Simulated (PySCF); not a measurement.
Mn (manganese, neutral): UHF calculation

Configuration: [Ar] 3d7, high-spin 4F determinant (an excited configuration). Computed with PySCF 2.14 in aug-cc-pVDZ-DK (7s6p4d2f, 59 functions), with scalar relativity by spin-free X2C-1e.

```json
{"Total energy": "-1157.052498 hartree", "One-electron energy": "-1598.9816 hartree", "Hartree (Coulomb) energy": "493.4154 hartree", "Exchange energy": "-51.4863 hartree", "⟨S²⟩": "4.3072", "⟨L²⟩": "12.011", "Sum of ⟨r⟩": "21.23 bohr", "Sum of ⟨r²⟩": "43.81 bohr²", "Langevin diamagnetic susceptibility": "-34.7 ×10⁻⁶ cm³/mol"}
```

```tsv
shell	electrons	mean orbital energy (eV)	spread (eV)	rms radius, mean of both spins (bohr)
1s α	1	-6593.9	0	0.0703
1s β	1	-6593.9	0	0.0703
2s α	1	-799.65	0	0.302
2s β	1	-797.07	0	0.302
2p α	3	-673.46	0	0.273
2p β	3	-670.85	0	0.273
3s α	1	-104.57	0	0.923
3s β	1	-96.368	0	0.923
3p α	3	-68.148	0	1.00
3p β	3	-58.195	0	1.00
3d α	5	-11.295	0.637	2.25
3d β	2	-2.795	0	2.25
```

⟨S²⟩ = 4.31 against 3.75 shows spin contamination.

Densities and radii are taken from the X2C orbitals without a picture-change correction, which distorts them close to the nucleus.

Spin-orbit constants ζ (cm⁻¹) from the X2C one-electron operator on these orbitals: bare nucleus, nucleus screened by l(l+1)(2l+1)/3 electrons, and screened by the Breit-Pauli mean field of the electrons.

```
shell   bare  screened nucleus  mean field
   2p  59410             54660       52510
   3p   6901              6349        6056
   3d  536.7             322.0       284.4
```

To first order the Landé constant is A = -94.81 cm⁻¹, so the lowest level has J = 9/2 and lies 0.0529 eV below the centre of the term. This holds in LS coupling only.
